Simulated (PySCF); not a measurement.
## C₇H₈S: calculation and literature

Atom-mapped SMILES (the numbers label the heavy atoms): `[SH:1][CH2:2][c:3]1[cH:4][cH:5][cH:6][cH:7][cH:8]1`; H(Xn) means a hydrogen on atom n.

PySCF 2.14 calculation with PBE0/pcSseg-1 with gauge-including orbitals and GFN2-xTB structure; a single conformation, no relativistic terms, one averaged value for each set of equivalent atoms, gas phase.

Reference values: estimated from measurements, as parent shift plus tabulated substituent increment (solution, not stated per compound (mostly CDCl3 or CCl4); Pretsch, Buehlmann, Badertscher, Structure Determination of Organic Compounds, 4th ed. (2009)).
```json
{"atoms": "C5/C7", "quantity": "δ ¹³C", "reference": "128.5", "computed": "134.7", "computed, scaled": "129.0"}
{"atoms": "C4/C8", "quantity": "δ ¹³C", "reference": "127.9", "computed": "133.5", "computed, scaled": "127.9"}
{"atoms": "C6", "quantity": "δ ¹³C", "reference": "126.9", "computed": "132.3", "computed, scaled": "126.7"}
```

Computed shifts are σ(ref) − σ with the named reference compound (TMS for H and C) calculated as an isolated molecule at the same level. The measured values may be among those fitted. Expected solution values come from regression of measured δ (H and C: mostly CDCl3, vs TMS) on computed σ: ¹³C (scatter 2.1 ppm rms, 2.3 ppm with the 13 outliers that the fit left out, with a fitted term for attached S). Occasional misses reach two or three times the rms, and more in compound classes unlike the fitted ones.

Problem. How far are the unscaled ¹³C shifts from the references?

Solution. Mean signed difference +5.73 ppm, mean absolute 5.73 ppm over 3 comparisons; the largest is +6.2 ppm at C5/C7 (aromatic CH).
